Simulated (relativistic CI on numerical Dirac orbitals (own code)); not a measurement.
**Level scheme of Gd²⁶⁺**

Computed by Dirac-Coulomb-Breit CI, orbitals from a KLI potential per configuration, model QED, unscaled Slater integrals (own radial code, finite nucleus).

Configuration list (outside the closed core [Ar] 3d10): 4s2.4p6.4d2, 4s2.4p5.4d3, 4s2.4p6.4d.4f, 4s.4p6.4d3, 4s2.4p5.4d2.4f, 4s.4p6.4d2.4f, 4s2.4p6.4d.5s, 4s2.4p6.4f.5s, 4s2.4p6.4d.5p, 4s2.4p6.4f2, 4s2.4p5.4f3, 4s.4p6.4f3, 4s2.4p6.4f.5p, 4s2.4p5.4f2.5p, 4s.4p6.4f2.5p. Double excitations out of closed p, d and f shells are left out; levels of such configurations are missing from the list, as are those of other unlisted configurations, and high levels can miss mixing partners.

The lowest level is 4s2.4p6.4d2 3F_2, with 81 % of that term; Hund's rules for 4s2.4p6.4d2 give 3F with J = 2, in agreement.

```
No.  Configuration  Term  J  E (cm⁻¹)    %    Next component (%)
  1    4s2.4p6.4d2    3F  2         0   81                 16 1D
  2    4s2.4p6.4d2    3P  0     50303   83                 15 1S
  3    4s2.4p6.4d2    3F  3     57572   99   1 4s2.4p5.4d2.4f 3F
  4    4s2.4p6.4d2    3P  2     83719   48                 37 1D
  5    4s2.4p6.4d2    3F  4     87093   56                 43 1G
  6    4s2.4p6.4d2    3P  1     90922   99   1 4s2.4p5.4d2.4f 3P
  7    4s2.4p6.4d2    1G  4    140041   56                 43 3F
  8    4s2.4p6.4d2    3P  2    153726   49                 46 1D
  9    4s2.4p6.4d2    1S  0    227081   84                 15 3P
 10    4p5.4d3(4F)   5F°  2    958722   32                20 5D°
 11    4p5.4d3(4F)   5D°  1    963999   44                26 5F°
 12    4p5.4d3(4F)   5D°  0    976290   83                16 3P°
 13    4p5.4d3(4F)   5F°  3    984150   43                20 5G°
 14    4p5.4d3(4P)   5D°  3   1005442   33                21 3D°
 15    4p5.4d3(4P)   5S°  2   1005723   49                16 5P°
 16    4p5.4d3(4F)   5F°  4   1007795   43                29 5G°
 17    4p5.4d3(2G)   3F°  2   1022231   40                34 5D°
 18    4p5.4d3(4F)   5D°  1   1027655   38                36 3D°
 19    4p5.4d3(4F)   5G°  5   1028457   40                27 5F°
 20    4p5.4d3(4P)   5D°  4   1035025   39                30 3F°
 21    4p5.4d3(2H)   3G°  3   1036873   44                32 3F°
 22    4p5.4d3(2G)   3H°  6   1043017   42                39 5G°
 23    4p5.4d3(2D)   3P°  0   1053712   57                29 1S°
 24    4p5.4d3(4F)   3G°  4   1055998   33                14 1G°
 25    4p5.4d3(2P)   3D°  3   1064262   22                21 5D°
 26    4p5.4d3(4P)   3D°  2   1066282   24                19 1D°
 27    4p5.4d3(2P)   3P°  1   1067751   33                33 3S°
 28    4s2.4p5.4d3   3D°  2   1079165   32                21 3F°
 29    4p5.4d3(2G)   3G°  4   1079949   41                15 3F°
 30    4p5.4d3(2G)   3G°  5   1083046   39                26 5G°
 31    4p5.4d3(4F)   5F°  5   1086349   31                27 3H°
 32    4p5.4d3(4P)   5D°  4   1087802   35                20 3G°
 33    4p5.4d3(4F)   5G°  6   1095201   46                32 3I°
 34    4p5.4d3(2P)   3D°  2   1098231   35                18 3F°
 35    4p5.4d3(2H)   3G°  3   1098858   56  21 4s2.4p6.4d.4f 3G°
 36    4p5.4d3(4F)   3D°  3   1103696   26                22 3G°
 37    4p5.4d3(2D)   3D°  3   1111946   51                15 3F°
 38    4p5.4d3(2D)   3P°  1   1113069   64                14 5D°
 39    4p5.4d3(2G)   3H°  5   1114891   42                21 1H°
 40    4s2.4p5.4d3   3P°  2   1115329   22                21 3F°
 41    4p5.4d3(2H)   3I°  7   1116966  100                      
 42    4p5.4d3(2D)   3F°  4   1120897   42                31 3G°
 43    4p5.4d3(2D)   3F°  4   1124915   50                25 3G°
 44    4p5.4d3(2G)   3F°  2   1129190   21                17 5G°
 45    4p5.4d3(4P)   5P°  3   1130684   50                34 3D°
```

Energies count from the lowest computed level; ° marks odd parity. Percentages are summed over parent terms; the parents shown are those of the largest component, closed shells are left out there.

The mean weight of the leading LS term, summed over parents, in these 45 levels is 48 %, and that of the leading jj configuration (from the same eigenvectors) 76 %, so jj coupling describes them better and the LS labels are nominal.

At this charge energies of transitions that change n are usually good to better than 1 %, and those within a shell (Δn = 0) to a few per cent. Terms inside the open d or f shell come out 10 to 20 % too wide with unscaled integrals.

LS names give the leading component of a level, which can be under half, so a name can repeat, a term be missing and a line seem to break the LS rules.
